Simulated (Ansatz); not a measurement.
Program: Ansatz. Geometries: PBE0-D4/def2-TZVP. ΔE: electronic, gas phase. CCSD(T)/CBS is the MP2 limit (def2-TZVPP, def2-QZVPP) plus CCSD(T) − MP2 in def2-TZVPP, frozen cores. DFT in def2-TZVPP. B3LYP here is the variant with VWN-RPA as its local correlation; programs differ in this. def2 core potentials past Kr. For Ge, Te outer-core shells are correlated without core-valence functions, which leaves a few kJ/mol of doubt a bond. Scalar relativity is left out up to krypton. Each species was taken in one conformer, which may not be the lowest.

Consider the substitution at a C–Te bond: `OC(=S)[TeH]` + `[OH][GeH3]` → `OC(=S)[O][GeH3]` + H₂Te.

Problem. Is it downhill or uphill in electronic energy at CCSD(T)/CBS, and by how much? (Estimate.)

Solution. Ansatz gave: Downhill: ΔE = -40.2 kJ/mol.

Problem. What do these levels give: PBE-D4, B3LYP-D4, ωB97M-V, B2PLYP, r2SCAN, B3LYP, HF/def2-TZVPP, MP2/def2-TZVPP, SCS-MP2/def2-TZVPP, CCSD/def2-TZVPP, CCSD(T)/def2-TZVPP, MP2/def2-QZVPP? (Estimate.)

Solution. Computed: PBE-D4 -41.3, B3LYP-D4 -49.8, ωB97M-V -60.8, B2PLYP -47.6, r2SCAN -49.7, B3LYP -51.0, HF/def2-TZVPP -85.6, MP2/def2-TZVPP -38.1, SCS-MP2/def2-TZVPP -42.8, CCSD/def2-TZVPP -56.4, CCSD(T)/def2-TZVPP -49.9, MP2/def2-QZVPP -31.9 kJ/mol.

Largest T1 diagnostic among the species: 0.016.

In def2-TZVPP, CCSD(T) changes the Hartree–Fock value by +35.7 kJ/mol (the triples alone add +6.5 kJ/mol) and MP2 by +47.6 kJ/mol. From PBE to PBE0 (25 % exact exchange), in def2-TZVPP and without D4, ΔE moves by −11.9 kJ/mol.
